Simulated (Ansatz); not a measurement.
```yaml
crystal:
  periodic: [false, false, false]
  atoms:
    - {symbol: Si, position_ang: [-3.609462, -0.897572, -1.824087]}
    - {symbol: Si, position_ang: [-3.607409, 1.826913, 0.899144]}
    - {symbol: D, position_ang: [-0.899175, -0.899060, -4.549528]}
    - {symbol: Si, position_ang: [-0.902638, -3.608766, -1.822267]}
    - {symbol: Si, position_ang: [-0.892656, -0.891777, 0.893708]}
    - {symbol: Si, position_ang: [1.822621, -3.609438, 0.900177]}
    - {symbol: Si, position_ang: [1.811806, -0.892323, -1.812906]}
    - {symbol: Si, position_ang: [1.825705, -0.898636, 3.608708]}
    - {symbol: Si, position_ang: [-0.889906, 1.812263, -1.813174]}
    - {symbol: Si, position_ang: [-0.895032, 4.550465, 0.896025]}
    - {symbol: Si, position_ang: [1.814260, 1.812168, 0.889434]}
    - {symbol: Si, position_ang: [-0.897203, 1.826793, 3.608273]}
    - {symbol: Si, position_ang: [4.549539, -0.900241, 0.896899]}
    - {symbol: Si, position_ang: [-2.261346, -2.259385, -3.192901]}
    - {symbol: Si, position_ang: [-2.257109, 0.460688, -0.459430]}
    - {symbol: Si, position_ang: [-2.257025, 3.195940, 2.258529]}
    - {symbol: Si, position_ang: [0.458865, 0.457732, -3.186392]}
    - {symbol: Si, position_ang: [0.458490, -2.257784, -0.459163]}
    - {symbol: Si, position_ang: [0.461193, 0.460822, 2.257487]}
    - {symbol: Si, position_ang: [3.193251, -2.260491, 2.259386]}
    - {symbol: Si, position_ang: [3.186157, 0.457254, -0.460293]}
    - {symbol: Si, position_ang: [0.461127, 3.185342, -0.460744]}
    - {symbol: H, position_ang: [-4.496023, -0.021744, -2.675585]}
    - {symbol: H, position_ang: [-4.492465, -1.756952, -0.952425]}
    - {symbol: H, position_ang: [-4.489641, 0.955811, 1.759895]}
    - {symbol: H, position_ang: [-4.494760, 2.678478, 0.024180]}
    - {symbol: H, position_ang: [-1.763227, -0.034296, -5.434456]}
    - {symbol: H, position_ang: [-0.035493, -1.763846, -5.434782]}
    - {symbol: H, position_ang: [-1.764272, -4.487901, -0.948906]}
    - {symbol: H, position_ang: [-0.029348, -4.499249, -2.672265]}
    - {symbol: H, position_ang: [-1.765554, -1.763756, 1.766844]}
    - {symbol: H, position_ang: [0.950090, -4.490097, 1.761089]}
    - {symbol: H, position_ang: [2.673091, -4.498390, 0.025782]}
    - {symbol: H, position_ang: [2.674770, -1.784972, -2.676013]}
    - {symbol: H, position_ang: [0.953522, -1.757953, 4.491253]}
    - {symbol: H, position_ang: [2.678220, -0.024203, 4.495673]}
    - {symbol: H, position_ang: [-1.781553, 2.676034, -2.676518]}
    - {symbol: H, position_ang: [-1.758827, 5.435761, 0.031393]}
    - {symbol: H, position_ang: [-0.030062, 5.435578, 1.759663]}
    - {symbol: H, position_ang: [2.678611, 2.675645, 1.780365]}
    - {symbol: H, position_ang: [-1.757905, 0.955386, 4.490243]}
    - {symbol: H, position_ang: [-0.022297, 2.678260, 4.495783]}
    - {symbol: H, position_ang: [5.434110, -1.765148, 0.032626]}
    - {symbol: H, position_ang: [5.435357, -0.036070, 1.760628]}
    - {symbol: H, position_ang: [-3.134535, -3.131800, -4.066647]}
    - {symbol: H, position_ang: [-3.128844, 4.071102, 3.130911]}
    - {symbol: H, position_ang: [1.342345, 1.340263, -4.039021]}
    - {symbol: H, position_ang: [4.067335, -3.133222, 3.131938]}
    - {symbol: H, position_ang: [4.038725, 1.339622, -1.344016]}
    - {symbol: H, position_ang: [1.344548, 4.036750, -1.344526]}
basis:
  gaussian: {orbitals: STO-3G}
hamiltonian: {xc: {name: PBEsol}, dispersion: d3bjatm}
scf: {lower_state_search: full}
output: {forces: true}
```

```sh
$ ansatz run in.yaml --threads 2 --pin off --events-out ev --progress --plain --max-ram 32768MiB --backend cuda --devices 0, --max-vram 18GiB
```

Output, abridged:

```
Error: YAML parse error: error: line 6 column 16: `D` is not an element symbol (H … Og, case-exact)
 --> <input>:6:16
4 |     - {symbol: Si, position_ang: [-3.609462, -0.897572, -1.824087]}
5 |     - {symbol: Si, position_ang: [-3.607409, 1.826913, 0.899144]}
6 |     - {symbol: D, position_ang: [-0.899175, -0.899060, -4.549528]}
7 |     - {symbol: Si, position_ang: [-0.902638, -3.608766, -1.822267]}
8 |     - {symbol: Si, position_ang: [-0.892656, -0.891777, 0.893708]}
```

In this input an element symbol is wrong. The program refused the input.
